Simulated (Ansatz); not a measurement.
Geometry optimisation, RKS PBE-D4/def2-SVP in Ansatz 0.2.0.

Input:

```yaml
crystal:
  periodic: [false, false, false]
  atoms:
    - { symbol: Al, position_ang: [0.0, 0.0, 0.0] }
    - { symbol: F, position_ang: [0.0, 0.0, 2.04] }
    - { symbol: O, position_ang: [1.5415, 0.0, -0.89] }
    - { symbol: H, position_ang: [1.8414, -0.9519, -1.0449] }
    - { symbol: O, position_ang: [-1.5415, 0.0, -0.89] }
    - { symbol: H, position_ang: [-2.0512, -0.8467, -0.6815] }
    - { symbol: S, position_ang: [0.1147, 2.4267, 0.8072] }
    - { symbol: H, position_ang: [0.6673, 2.4659, 2.093] }
    - { symbol: H, position_ang: [0.0567, 1.1995, 1.9334] }
basis:
  gaussian: { orbitals: def2-SVP }
hamiltonian:
  xc: pbe
  dispersion: d4
relax:
  f_tol: 0.15
  max_steps: 25
  restrain:
    - { distance: [0, 6], at: 2.26, k: 30.0 }
    - { distance: [8, 1], at: 0.92, k: 30.0 }
    - { distance: [0, 1], at: 2.89, k: 30.0 }
    - { distance: [8, 6], at: 2.6, k: 30.0 }
output:
  orbitals: {}
```

Command:

```bash
$ ansatz run input.yaml --threads 2 --pin off --max-ram 3072MiB --backend cpu --events-out ev --progress --plain --runs-dir out
```

Q: Where does it end, and by what steps?

A: The forces met the threshold. The restraints hold the end off the free minimum; the threshold counts their pulls, which the force column leaves out. Restrained pairs: Al1–S7 (2.56 → 2.25 Å), F2–H9 (1.21 → 0.94 Å), Al1–F2 (2.04 → 2.88 Å), S7–H9 (1.67 → 2.59 Å). After 14 steps the energy has fallen by 1.265 eV (the restraints' own energy left out); H8 moved furthest, 1.38 Å.

| step | energy less start (eV) | largest force component (eV/Å) | accepted |
| --- | --- | --- | --- |
| 0 | 0.0000 | 2.618 | yes |
| 1 | -0.1249 | 2.729 | yes |
| 2 | -0.2116 | 2.544 | yes |
| 3 | -0.4778 | 2.130 | yes |
| 4 | -0.7591 | 1.516 | yes |
| 5 | -0.9358 | 0.792 | yes |
| 6 | -1.0552 | 0.615 | yes |
| 7 | -1.1477 | 0.594 | yes |
| 8 | -1.2065 | 0.603 | yes |
| 9 | -1.2453 | 0.623 | yes |
| 10 | -1.2615 | 0.699 | yes |
| 11 | -1.1582 | 2.369 | no |
| 12 | -1.2598 | 0.541 | no |
| 13 | -1.2658 | 0.536 | yes |
| 14 | -1.2654 | 0.656 | yes |

```xyz
9
Properties=species:S:1:pos:R:3
Al -0.045 0.564 -0.201
F -0.205 -0.282 2.545
O 1.525 -0.014 -0.562
H 1.725 -0.861 -0.988
O -1.576 -0.007 -0.700
H -1.775 -0.901 -1.012
S -0.076 2.557 0.835
H 1.288 2.584 0.863
H -0.231 0.653 2.588
```

The run took 25 s on 2 threads of Arm Neoverse V2 (shared host), peak memory 0.15 GiB.
